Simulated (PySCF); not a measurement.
# Two-component Hartree-Fock for As¹⁴⁺ (arsenic, charge +14)

Start: [Ar] 3d1; 3d3/2 filled at m_j = +3/2. Calculated with PySCF 2.14 in an uncontracted even-tempered set (17 s from 1.2 bohr⁻², ratio 2.8; 12 p from 1.5 bohr⁻², ratio 2.8; 8 d from 1.5 bohr⁻², ratio 2.8; 4 f from 4.5 bohr⁻², ratio 3): generalised Hartree-Fock with the X2C-1e Hamiltonian and a Gaussian nucleus; one run each with spin-orbit coupling (SO) switched off, then screened by Boettger's factors.

| spinor shell | electrons | ε, spin-free (eV) | ε, screened SO (eV) | weight of nominal j (screened SO) | rms radius, screened SO (bohr) |
| --- | --- | --- | --- | --- | --- |
| 1s1/2 | 2 | -12406.2 | -12405.8 | 1.000 | 0.0524 |
| 2s1/2 | 2 | -2036.7 | -2036.6 | 1.000 | 0.218 |
| 2p1/2 | 2 | -1838.5 | -1864.8 | 1.000 | 0.192 |
| 2p3/2 | 4 | -1838.5 | -1825.6 | 1.000 | 0.195 |
| 3s1/2 | 2 | -616.35 | -616.30 | 1.000 | 0.574 |
| 3p1/2 | 2 | -547.58 | -554.39 | 0.972 | 0.571 |
| 3p3/2 | 4 | -547.58 | -544.22 | 0.986 | 0.579 |
| 3d3/2 | 1 | -461.59 | -462.28 | 1.000 | 0.538 |

| quantity | spin-free | screened SO |
| --- | --- | --- |
| E (hartree) | -2167.25459 | -2167.38123 |
| M_J | 3/2 | 3/2 |
| ⟨J²⟩ | 4.151 | 3.753 |
| ⟨L²⟩ | 6.003 | 6.004 |
| ⟨S²⟩ | 0.751 | 0.753 |

Each row is a mean over spinors that exchange with the open shell spreads, by up to 9.301 eV (3p1/2).

Without spin-orbit coupling the j labels of p, d and f shells carry no meaning; the spin-free column gives the mean over the occupied spinors of each nl shell, and its ⟨J²⟩ belongs to a mixture of degenerate components.
